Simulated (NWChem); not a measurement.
**Lowest excitation of H$_{3}$BeClOSi**

```xyz
7

Be     0.3327    -0.6613     0.0000
Cl     1.1470    -2.2786     0.0000
O     -0.3013     0.5965     0.0000
Si    -1.0435     2.0738     0.0000
H     -1.8981     2.2103     1.2164
H     -1.8981     2.2103    -1.2164
H     -0.0147     3.1555     0.0000
```
Charge 0, spin multiplicity 1.

All runs are NWChem calculations. Structure: optimised with PBE0/def2-SVP, a minimum by its harmonic frequencies. It is one conformer; others weren't searched.

Basis set: 6-31+G*.

```csv
method,lowest vertical singlet excitation energy (eV),relative cost,difference from EOM-CCSD
EOM-CCSD,7.44,1,0.00
TD-PBE,6.28,under 3,-1.16
TDA-BHandHLYP,7.64,under 3,+0.20
CIS,8.62,under 3,+1.18
TD-B3LYP,6.88,under 3,-0.56
```

The values span 2.34 eV, from TD-PBE (lowest) to CIS (highest). The cost column gives rough processor time relative to EOM-CCSD; each entry includes its own SCF.

The correlated methods keep 12 core orbitals frozen. B3LYP has NWChem's definition, with VWN1-RPA local correlation. The Pople sets run with spherical d functions. The structure started from a generated list of species. Coupled-cluster values serve here as a point of comparison, not as the truth.
